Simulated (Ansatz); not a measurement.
Reaction (ligand exchange at a Ge–O bond): `C[SiH](O)[O][GeH2][OH]` + H₂S → `[OH][GeH2][SH]` + `C[SiH](O)O`

Calculated with Ansatz (gas phase, PBE0-D4/def2-TZVP geometries, no zero-point term in ΔE). CCSD(T)/CBS is the MP2 limit (def2-TZVPP, def2-QZVPP) plus CCSD(T) − MP2 in def2-TZVPP, frozen cores. This one scheme is used for every species. Functionals use def2-TZVPP. For Ge outer-core shells are correlated without core-valence functions, which leaves a few kJ/mol of doubt a bond. Scalar relativity is left out up to krypton. One conformer a species, not always the lowest.

`C[SiH](O)[O][GeH2][OH]`:

```xyz
14

C     0.994    1.742   -0.350
Si   -0.625    0.852   -0.404
O    -1.125    0.687    1.174
O    -0.480   -0.626   -1.087
Ge    0.041   -2.124   -0.283
O     0.801   -1.680    1.252
H     1.419    1.833   -1.352
H     0.878    2.745    0.069
H     1.702    1.189    0.273
H    -1.668    1.586   -1.168
H    -2.070    0.640    1.324
H    -1.223   -2.974   -0.066
H     1.123   -2.792   -1.133
H     0.235   -1.078    1.750
```

H₂S:

Cartesian coordinates in Å:
```
S 0.372 0.303 0.392
H 0.019 0.492 -0.888
H -0.391 -0.795 0.496
```

`[OH][GeH2][SH]`:

```xyz
7

O     0.897   -1.249   -0.410
Ge    0.141    0.024    0.571
S    -1.432    1.080   -0.584
H     0.247   -1.825   -0.821
H    -0.595   -0.565    1.785
H     1.309    0.943    0.936
H    -0.567    1.591   -1.476
```

`C[SiH](O)O`:

```xyz
10

C     0.538   -1.012   -0.726
Si   -0.449    0.366    0.021
O    -0.839   -0.152    1.535
O     0.369    1.795    0.046
H     1.423   -1.231   -0.123
H    -0.060   -1.925   -0.782
H     0.865   -0.753   -1.735
H    -1.671    0.692   -0.755
H    -1.410    0.413    2.058
H     1.233    1.805    0.461
```

CCSD(T)/CBS gives +7.9 kJ/mol.

Another level gave -9.3 kJ/mol. Which?
A. PBE/def2-TZVPP
B. r2SCAN/def2-TZVPP
C. PBE-D4/def2-TZVPP
D. MP2/def2-TZVPP

A. PBE -9.3, MP2/def2-TZVPP 9.2, r2SCAN 2.1, PBE-D4 -3.4 kJ/mol.

Largest T1 diagnostic among the species: 0.012.

The D4 term adds +9.0 kJ/mol with B3LYP and +5.4 kJ/mol with PBE0; it sums over pairs of atoms, weighted by their polarisabilities, and B3LYP, whose exchange is more repulsive, gets the larger term. From PBE to PBE0 (25 % exact exchange), in def2-TZVPP and without D4, ΔE moves by +3.1 kJ/mol.

B3LYP here is the variant with VWN-RPA as its local correlation; programs differ in this.
